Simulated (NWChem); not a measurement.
System: C$_{3}$H$_{2}$Cl$_{2}$; SMILES ClC=C=CCl

NWChem input:

```
start job
memory heap 200 mb stack 900 mb global 1100 mb
geometry units angstroms noautosym nocenter noautoz
  Cl     2.494012    -0.097767     0.389220
  C      1.212902     0.487108    -0.617699
  C      0.000000     0.000000    -0.603464
  C     -1.212902    -0.487108    -0.617699
  Cl    -2.494012     0.097767     0.389220
  H      1.512421     1.309838    -1.274635
  H     -1.512421    -1.309838    -1.274635
end
basis spherical
  Cl library 6-31g*
  C library 6-31g*
  H library 6-31g*
end
dft
  xc b3lyp
  iterations 150
end
property
  efieldgrad
end
task dft property
```

Parts of the log:

```
             Northwest Computational Chemistry Package (NWChem) 7.3.0
             --------------------------------------------------------

                             Geometry "geometry" -> ""
                             -------------------------

 Output coordinates in angstroms (scale by  1.889725989 to convert to a.u.)

  No.       Tag          Charge          X              Y              Z
 ---- ---------------- ---------- -------------- -------------- --------------
    1 Cl                  17.0000     2.49401200    -0.09776700     0.38922000
    2 C                    6.0000     1.21290200     0.48710800    -0.61769900
    3 C                    6.0000     0.00000000     0.00000000    -0.60346400
    4 C                    6.0000    -1.21290200    -0.48710800    -0.61769900
    5 Cl                  17.0000    -2.49401200     0.09776700     0.38922000
    6 H                    1.0000     1.51242100     1.30983800    -1.27463500
    7 H                    1.0000    -1.51242100    -1.30983800    -1.27463500

 Effective nuclear repulsion energy (a.u.)     219.9481519004

                              NWChem Property Module
                              ----------------------

  itol2e modified to match energy
  convergence criterion.

                                 NWChem DFT Module
                                 -----------------

 Summary of "ao basis" -> "ao basis" (spherical)
 ------------------------------------------------------------------------------
       Tag                 Description            Shells   Functions and Types
 ---------------- ------------------------------  ------  ---------------------
 Cl                          6-31g*                  8       18   4s3p1d
 C                           6-31g*                  6       14   3s2p1d
 H                           6-31g*                  2        2   2s

  itol2e modified to match energy
  convergence criterion.

            General Information
            -------------------
          SCF calculation type: DFT
          Wavefunction type:  closed shell.
          No. of atoms     :     7
          No. of electrons :    54
           Alpha electrons :    27
            Beta electrons :    27
          Charge           :     0
          Spin multiplicity:     1
          Use of symmetry is: off; symmetry adaption is: off
          Maximum number of iterations: 150
          AO basis - number of functions:    82
                     number of shells:    38
          Convergence on energy requested:  1.00D-07
          Convergence on density requested:  1.00D-05
          Convergence on gradient requested:  5.00D-04

              XC Information
              --------------
                         B3LYP Method XC Potential
                     Hartree-Fock (Exact) Exchange  0.200
                        Slater Exchange Functional  0.800 local
                    Becke 1988 Exchange Functional  0.720 non-local
              Lee-Yang-Parr Correlation Functional  0.810
                  VWN I RPA Correlation Functional  0.190 local

             Grid Information
             ----------------
          Grid used for XC integration:  fine
          Radial quadrature: Mura-Knowles
          Angular quadrature: Lebedev.
          Tag              B.-S. Rad. Rad. Pts. Rad. Cut. Ang. Pts.
          ---              ---------- --------- --------- ---------
          Cl                  1.00      123          12.0       770
          C                   0.70       70          11.0       590
          H                   0.35       60          11.0       590
          Grid pruning is: on
          Number of quadrature shells:   576
          Spatial weights used:  Erf1

      Superposition of Atomic Density Guess
      -------------------------------------

 Sum of atomic energies:       -1032.87839296

      Non-variational initial energy
      ------------------------------

 Total energy =   -1034.981693
 1-e energy   =   -1860.301205
 2-e energy   =     605.371360
 HOMO         =      -0.271616
 LUMO         =       0.010095

   convergence    iter        energy       DeltaE   RMS-Dens  Diis-err
 ---------------- ----- ----------------- --------- --------- ---------
 d= 0,ls=0.0,diis     1  -1035.7541124041 -1.26D+03  1.89D-02  6.43D-01
 d= 0,ls=0.0,diis     2  -1035.7331793678  2.09D-02  1.20D-02  7.75D-01
 d= 0,ls=0.0,diis     3  -1035.8272354606 -9.41D-02  2.08D-03  4.34D-02
 d= 0,ls=0.0,diis     4  -1035.8314862744 -4.25D-03  1.19D-03  8.88D-03
 d= 0,ls=0.0,diis     5  -1035.8326660329 -1.18D-03  3.03D-04  4.20D-04
  Resetting Diis
 d= 0,ls=0.0,diis     6  -1035.8327269222 -6.09D-05  3.85D-05  8.31D-06
 d= 0,ls=0.0,diis     7  -1035.8327280900 -1.17D-06  1.60D-05  2.64D-07
 d= 0,ls=0.0,diis     8  -1035.8327280873  2.68D-09  7.37D-06  2.98D-07

         Total DFT energy =    -1035.832728087342
      One electron energy =    -1862.562405557459
           Coulomb energy =      680.296771552292
    Exchange-Corr. energy =      -73.515245982609
 Nuclear repulsion energy =      219.948151900434

 Numeric. integr. density =       54.000000036920

                       DFT Final Molecular Orbital Analysis
                       ------------------------------------

 Vector   25  Occ=2.000000D+00  E=-3.226633D-01
              MO Center= -2.6D-07,  2.4D-09,  2.6D-01, r^2= 7.1D+00
   Bfn.  Coefficient  Atom+Function         Bfn.  Coefficient  Atom+Function
  ----- ------------  ---------------      ----- ------------  ---------------
     8      0.337313  1 Cl py                68      0.337313  5 Cl py
     7      0.303910  1 Cl px                67      0.303910  5 Cl px
     9     -0.224869  1 Cl pz                69      0.224869  5 Cl pz
    12      0.178749  1 Cl py                72      0.178749  5 Cl py
    11      0.165973  1 Cl px                71      0.165973  5 Cl px

 Vector   26  Occ=2.000000D+00  E=-2.728219D-01
              MO Center=  1.3D-06,  7.5D-08, -2.3D-01, r^2= 4.3D+00
   Bfn.  Coefficient  Atom+Function         Bfn.  Coefficient  Atom+Function
  ----- ------------  ---------------      ----- ------------  ---------------
    37      0.359542  3 C  pz                41      0.238996  3 C  pz
     8     -0.224971  1 Cl py                68      0.224970  5 Cl py
     7      0.204968  1 Cl px                67     -0.204968  5 Cl px
     9     -0.176485  1 Cl pz                69     -0.176485  5 Cl pz
    22      0.168792  2 C  py                50     -0.168792  4 C  py

 Vector   27  Occ=2.000000D+00  E=-2.725177D-01
              MO Center= -1.3D-06, -7.4D-08, -2.3D-01, r^2= 4.3D+00
   Bfn.  Coefficient  Atom+Function         Bfn.  Coefficient  Atom+Function
  ----- ------------  ---------------      ----- ------------  ---------------
    36      0.336074  3 C  py                 9     -0.285522  1 Cl pz
    69      0.285523  5 Cl pz                 8     -0.203653  1 Cl py
    68     -0.203653  5 Cl py                40      0.191362  3 C  py
    23      0.175860  2 C  pz                51     -0.175860  4 C  pz
    13     -0.167684  1 Cl pz                39     -0.168058  3 C  px

 Vector   28  Occ=0.000000D+00  E=-3.574196D-02
              MO Center= -4.6D-09,  5.2D-09, -4.2D-01, r^2= 4.1D+00
   Bfn.  Coefficient  Atom+Function         Bfn.  Coefficient  Atom+Function
  ----- ------------  ---------------      ----- ------------  ---------------
    41      0.379019  3 C  pz                37      0.346476  3 C  pz
    26     -0.327045  2 C  py                54      0.327045  4 C  py
    25      0.263492  2 C  px                53     -0.263492  4 C  px
    13      0.259510  1 Cl pz                73      0.259510  5 Cl pz
    22     -0.254340  2 C  py                50      0.254340  4 C  py

 Vector   29  Occ=0.000000D+00  E=-3.493541D-02
              MO Center=  1.2D-08, -4.8D-09, -3.4D-01, r^2= 4.0D+00
   Bfn.  Coefficient  Atom+Function         Bfn.  Coefficient  Atom+Function
  ----- ------------  ---------------      ----- ------------  ---------------
    27      0.396816  2 C  pz                55     -0.396816  4 C  pz
    39      0.371696  3 C  px                36     -0.341625  3 C  py
    23      0.296675  2 C  pz                51     -0.296675  4 C  pz
    40     -0.269510  3 C  py                11      0.266059  1 Cl px
    71      0.266059  5 Cl px                 7      0.217126  1 Cl px

[...]

          -----------------------
          Electric field gradient
          -----------------------

 1 a.u. = 0.324123 10**(16) esu/cm**3  ( or statvolts/cm**2 ) = 0.97174 10**(22) v/m**2

 ------------------------------------------------------------
   Atom      X         Y         Z
 ------------------------------------------------------------
    1 Cl   4.71300  -0.18475   0.73552
 ------------------------------------------------------------

 Electric field gradient in molecular frame (a.u.)
         XX             YY             ZZ             XY             XZ             YZ
 ------------------------------------------------------------------------------------------
       -1.208315       1.265953      -0.057638       1.498869      -2.427682       0.884524

 Principal components (a.u.) and orientation
 of principal axis w.r.t. absolute frame                      Asymmetry parameter eta
 --------------------------------------------------------------------------------------
       -3.724862       2.085305       1.639557                       0.119668

        0.749742      -0.613079      -0.249039
       -0.327114      -0.670521       0.665882
        0.575224       0.417775       0.703264

 ------------------------------------------------------------
   Atom      X         Y         Z
 ------------------------------------------------------------
    2 C    2.29205   0.92050  -1.16728
 ------------------------------------------------------------

 Electric field gradient in molecular frame (a.u.)
         XX             YY             ZZ             XY             XZ             YZ
 ------------------------------------------------------------------------------------------
       -0.013556       0.068011      -0.054455       0.166157      -0.168373      -0.006980

 Principal components (a.u.) and orientation
 of principal axis w.r.t. absolute frame                      Asymmetry parameter eta
 --------------------------------------------------------------------------------------
        0.244871      -0.244591      -0.000280                       0.997714

        0.663913       0.704723      -0.250169
        0.639060      -0.360941       0.679208
       -0.388358       0.610809       0.689994

 ------------------------------------------------------------
   Atom      X         Y         Z
 ------------------------------------------------------------
    3 C    0.00000   0.00000  -1.14038
 ------------------------------------------------------------

 Electric field gradient in molecular frame (a.u.)
         XX             YY             ZZ             XY             XZ             YZ
 ------------------------------------------------------------------------------------------
        0.197621      -0.069791      -0.127830       0.135288      -0.000000      -0.000000

 Principal components (a.u.) and orientation
 of principal axis w.r.t. absolute frame                      Asymmetry parameter eta
 --------------------------------------------------------------------------------------
        0.254126      -0.127830      -0.126296                       0.006035

        0.922750      -0.000000      -0.385399
        0.385399       0.000001       0.922750
       -0.000000       1.000000      -0.000001

 ------------------------------------------------------------
   Atom      X         Y         Z
 ------------------------------------------------------------
    4 C   -2.29205  -0.92050  -1.16728
 ------------------------------------------------------------

 Electric field gradient in molecular frame (a.u.)
         XX             YY             ZZ             XY             XZ             YZ
 ------------------------------------------------------------------------------------------
       -0.013556       0.068011      -0.054455       0.166157       0.168373       0.006980

 Principal components (a.u.) and orientation
 of principal axis w.r.t. absolute frame                      Asymmetry parameter eta
 --------------------------------------------------------------------------------------
        0.244871      -0.244591      -0.000280                       0.997714

        0.663913       0.704723       0.250169
        0.639060      -0.360941      -0.679208
        0.388358      -0.610809       0.689994

 ------------------------------------------------------------
   Atom      X         Y         Z
 ------------------------------------------------------------
    5 Cl  -4.71300   0.18475   0.73552
 ------------------------------------------------------------

 Electric field gradient in molecular frame (a.u.)
         XX             YY             ZZ             XY             XZ             YZ
 ------------------------------------------------------------------------------------------
       -1.208315       1.265953      -0.057638       1.498869       2.427682      -0.884524

 Principal components (a.u.) and orientation
 of principal axis w.r.t. absolute frame                      Asymmetry parameter eta
 --------------------------------------------------------------------------------------
       -3.724862       2.085305       1.639557                       0.119668

        0.749742       0.613079      -0.249039
       -0.327114       0.670521       0.665882
       -0.575224       0.417775      -0.703264

 ------------------------------------------------------------
   Atom      X         Y         Z
 ------------------------------------------------------------
    6 H    2.85806   2.47523  -2.40871
 ------------------------------------------------------------

 Electric field gradient in molecular frame (a.u.)
         XX             YY             ZZ             XY             XZ             YZ
 ------------------------------------------------------------------------------------------
        0.098730      -0.092407      -0.006323      -0.090141       0.063993       0.195920

 Principal components (a.u.) and orientation
 of principal axis w.r.t. absolute frame                      Asymmetry parameter eta
 --------------------------------------------------------------------------------------
       -0.281952       0.153045       0.128907                       0.085611

        0.278475      -0.264154       0.923403
        0.751120       0.659072      -0.037981
       -0.598557       0.704164       0.381947

 ------------------------------------------------------------
   Atom      X         Y         Z
 ------------------------------------------------------------
    7 H   -2.85806  -2.47523  -2.40871
 ------------------------------------------------------------

 Electric field gradient in molecular frame (a.u.)
         XX             YY             ZZ             XY             XZ             YZ
 ------------------------------------------------------------------------------------------
        0.098730      -0.092407      -0.006323      -0.090141      -0.063993      -0.195920

 Principal components (a.u.) and orientation
 of principal axis w.r.t. absolute frame                      Asymmetry parameter eta
 --------------------------------------------------------------------------------------
       -0.281952       0.153045       0.128907                       0.085611

        0.278475       0.264154       0.923403
        0.751120      -0.659072      -0.037981
        0.598557       0.704164      -0.381947
```

Level: B3LYP/6-31G* (spherical d). Coordinates come from a PBE0/def2-SVP optimisation. NWChem prints the field gradient with the sign opposite to the second derivative of the potential.
